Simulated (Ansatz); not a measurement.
Program: Ansatz. Geometries: PBE0-D4/def2-TZVP. ΔE: electronic, gas phase. CBS: MP2 limit from def2 TZ/QZ plus the TZ coupled-cluster correction, frozen cores. This one scheme is used for every species. Functionals use def2-TZVPP. Each species was taken in one conformer, which may not be the lowest.

Reaction (hydrogenolysis of the Si–C bond): `C[SiH2][SiH2][SiH3]` + H₂ → `[SiH3][SiH2][SiH3]` + CH₄

| level | ΔE (kJ/mol) |
| --- | --- |
| BLYP | -39.6 |
| CCSD/def2-SVP | -45.6 |
| HF/def2-QZVPP | -51.3 |
| SCS-MP2/def2-QZVPP | -29.6 |

(1) What does CCSD(T)/CBS give? (Estimate.)

Largest T1 diagnostic among the species: 0.013.

Answers

(1) Computed: -28.3 kJ/mol. The listed levels differ from it by -11.3, -17.3, -23.0, -1.3 kJ/mol.

At CCSD(T), def2-SVP lies −14.5 kJ/mol from the extrapolated value and def2-TZVPP −2.7 kJ/mol. Leaving LDA and LC-ωPBE aside and taking each functional with its dispersion term where it has one, the values, not all of them listed here, spread over 12.9 kJ/mol, from BHLYP-D4 to revPBE-D4. LDA lies +4.7 kJ/mol from PBE without D4. The D4 term adds +8.2 kJ/mol with B3LYP and +4.6 kJ/mol with PBE0; it sums over pairs of atoms, weighted by their polarisabilities, and B3LYP, whose exchange is more repulsive, gets the larger term.

CCSD(T)/CBS has its own doubt, a few kJ/mol and more with outer-core shells, so smaller differences from it don't rank the levels.

B3LYP here is the variant with VWN-RPA as its local correlation; programs differ in this.
